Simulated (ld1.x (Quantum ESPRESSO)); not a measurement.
calcium (Ca): variants of one ultrasoft potential

Base potential:

| Item | Value |
| --- | --- |
| Element | calcium |
| Generator | ld1.x (Quantum ESPRESSO) 7.5 |
| Type | ultrasoft |
| Functional | BLYP |
| Relativity | scalar-relativistic |
| Frozen core | [Ne] |
| Valence charge | 10 |
| Reference configuration | 3s2 3p6 3d0 4s2 4p0 |
| Partial waves | 3s (bound): rcut 1.50, rcutus 1.80 bohr; 4s (bound): rcut 1.50, rcutus 1.80 bohr; 3p (bound): rcut 1.90, rcutus 2.35 bohr; 4p (bound, empty): rcut 1.90, rcutus 2.35 bohr; 3d (bound, empty): rcut 3.20, rcutus 3.45 bohr; 3d channel at 1.8 Ry: rcut 3.20, rcutus 3.45 bohr |
| Local potential | all-electron potential smoothed inside 2.10 bohr (lloc = -1) |
| Core correction | a·sin(br)/r model core, default radius (core density twice the valence density) |
| Augmentation charge | PSQ, inside the norm-conserving radii |

Cutoffs, loose and tight: the cutoffs (Ry, on a coarse ladder) from which the occupation-weighted sum of valence levels, in a spherical-Bessel basis at the reference potential, stays within 10 and 1 mRy of its value at 400 Ry. They do not see the model core or the augmentation charge, which bear on the density cutoff. Test errors are all-electron minus pseudo excitation energies from the reference, over the configurations 3s2 3p6 3d0 4s1 4p0; 3s2 3p6 3d0 4s0 4p0; 3s2 3p6 3d0 4s1.5 4p0; 3s2 3p6 3d1 4s0 4p0; 3s2 3p6 3d1 4s1 4p0; 3s2 3p5 3d0 4s2 4p0; 3s2 3p6 3d0.5 4s1.5 4p0. A dash means not determined; rows that change the core or the reference have their own tests. The largest error is taken over the tests solved by every variant that gives reliable tests at all: 3s2 3p6 3d0 4s0 4p0; 3s2 3p6 3d0 4s1 4p0; 3s2 3p6 3d0 4s1.5 4p0.

| change | outcome | cutoff, loose | cutoff, tight | bound ghosts | largest test error (meV) |
| --- | --- | --- | --- | --- | --- |
| base | generated | 21 Ry | 30 Ry | none | -0.8 |
| waves 3d (bound): rcut 2.12, rcutus 2.24 bohr; 3d channel at 1.8 Ry: rcut 2.12, rcutus 2.24 bohr | generated | 21 Ry | 30 Ry | none | -0.8 |
| waves 3d (bound): rcut 2.56, rcutus 2.72 bohr; 3d channel at 1.8 Ry: rcut 2.56, rcutus 2.72 bohr | generated | 21 Ry | 30 Ry | none | -0.8 |
| waves 3d (bound): rcut 2.76, rcutus 2.92 bohr; 3d channel at 1.8 Ry: rcut 2.76, rcutus 2.92 bohr | generated | 21 Ry | 30 Ry | none | -0.8 |
| waves 3d (bound): rcut 3.16, rcutus 3.36 bohr; 3d channel at 1.8 Ry: rcut 3.16, rcutus 3.36 bohr | generated | 21 Ry | 30 Ry | none | -0.8 |
| waves 3d (bound): rcut 3.20, rcutus 3.76 bohr; 3d channel at 1.8 Ry: rcut 3.20, rcutus 3.76 bohr | generated | 21 Ry | 30 Ry | none | -0.8 |
| waves 3d (bound): rcut 3.20, rcutus 4.02 bohr; 3d channel at 1.8 Ry: rcut 3.20, rcutus 4.02 bohr | generated | 21 Ry | 30 Ry | none | -0.8 |
| waves 3d (bound): rcut 3.20, rcutus 4.40 bohr; 3d channel at 1.8 Ry: rcut 3.20, rcutus 4.40 bohr | generated | 21 Ry | 30 Ry | none | -0.8 |
| waves 3d (bound): rcut 3.20, rcutus 4.72 bohr; 3d channel at 1.8 Ry: rcut 3.20, rcutus 4.72 bohr | generated | 21 Ry | 30 Ry | none | -0.8 |
| waves 3d (bound): rcut 3.20, rcutus 5.20 bohr; 3d channel at 1.8 Ry: rcut 3.20, rcutus 5.20 bohr | generated | 21 Ry | 30 Ry | none | -0.8 |

Reading the sweep of the d radius (base included, trends over the rows without a ghost): The loose cutoff stays near 21 Ry.
